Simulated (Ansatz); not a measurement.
The cluster NaPb2⁻. Total charge -1; quintet. Geometry B3LYP-D4/def2-TZVPD; atoms count from 1.

Cartesian coordinates in Å:
```
Na -1.640 -0.421 0.217
Pb 0.326 1.657 -1.029
Pb 1.314 -1.236 0.812
```

In the def2 sets Pb takes a core potential; there is no spin–orbit coupling. The highest occupied level of the charge -1 quintet lies above zero (up to 0.10 eV). It is a level of α spin, whose loss leaves a quartet; that state wasn't run at this geometry and level. The electron is either unbound and held by the finite basis, or the level is raised by self-interaction error. At PBE0-D4/def2-TZVPD a singlet of charge -1 lies 1.26 eV below the quintet, each at its own geometry. The structure comes from a short search, and lower isomers may exist.

Q: Estimate the Mulliken populations from the PBE0/def2-TZVPD orbitals of Ansatz.

A: 
```
atom  charge (e)  spin (α − β)
 Na1       -0.20         -0.04
 Pb2       -0.40          2.02
 Pb3       -0.40          2.02
```
Mulliken values and Mayer orders depend strongly on the basis. With diffuse functions, as here, like atoms can get unlike values, and bond orders can come out too low or too high.

Q: Where does the spin sit?

A: Summed by element: Na -0.04, Pb 4.04, of 4 unpaired in all. Largest on single atoms: Pb3 2.02, Pb2 2.02, Na1 -0.04.

Q: And the Mayer bond orders between bonded heavy atoms (over 0.3)?

A: Na1–Pb2 0.71 (3.12 Å); Na1–Pb3 0.71 (3.12 Å). Values over 0.3 also appear between atoms too far apart for a bond (Pb2–Pb3 0.55 at 3.57 Å); they arise where an orbital or an unpaired electron spreads over both atoms.
